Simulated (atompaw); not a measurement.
## Reading a pseudo-wave (tellurium)

Columns: radius, all-electron u(r) and pseudo u(r) of the 5p shell (level -7.95 eV) of tellurium in the configuration [Kr] 4d10 5s2 5p3.75; LDA (PW92), scalar-relativistic, PAW (atompaw) scheme, atompaw 4.2.0.5.

| r (bohr) | all-electron | pseudo |
| --- | --- | --- |
| 0.090 | -0.0973 | 0.0043 |
| 0.181 | 0.1601 | 0.0173 |
| 0.271 | 0.1835 | 0.0383 |
| 0.362 | 0.0216 | 0.0670 |
| 0.452 | -0.1604 | 0.1021 |
| 0.542 | -0.2810 | 0.1426 |
| 0.633 | -0.3218 | 0.1880 |
| 0.723 | -0.2941 | 0.2361 |
| 0.813 | -0.2199 | 0.2859 |
| 0.904 | -0.1178 | 0.3367 |
| 0.994 | -0.0055 | 0.3864 |
| 1.085 | 0.1087 | 0.4347 |
| 1.175 | 0.2157 | 0.4797 |
| 1.265 | 0.3128 | 0.5212 |
| 1.356 | 0.3990 | 0.5589 |
| 1.446 | 0.4718 | 0.5916 |
| 1.537 | 0.5330 | 0.6199 |
| 1.627 | 0.5820 | 0.6431 |
| 1.717 | 0.6204 | 0.6615 |
| 1.808 | 0.6496 | 0.6756 |
| 1.898 | 0.6700 | 0.6852 |
| 1.988 | 0.6829 | 0.6909 |
| 2.079 | 0.6895 | 0.6930 |
| 2.169 | 0.6906 | 0.6917 |
| 2.260 | 0.6869 | 0.6871 |
| 2.350 | 0.6793 | 0.6793 |

(1) How many radial nodes do the two functions have?

(2) Is the pseudo-wave norm-conserving?

Answers

(1) The all-electron 5p function has n − l − 1 = 3; the pseudo-wave has 0, since the states of the same l below it are removed with the core.

(2) No, it belongs to a PAW set: the norm inside the radius is not constrained, and the difference is carried by the augmentation charge.
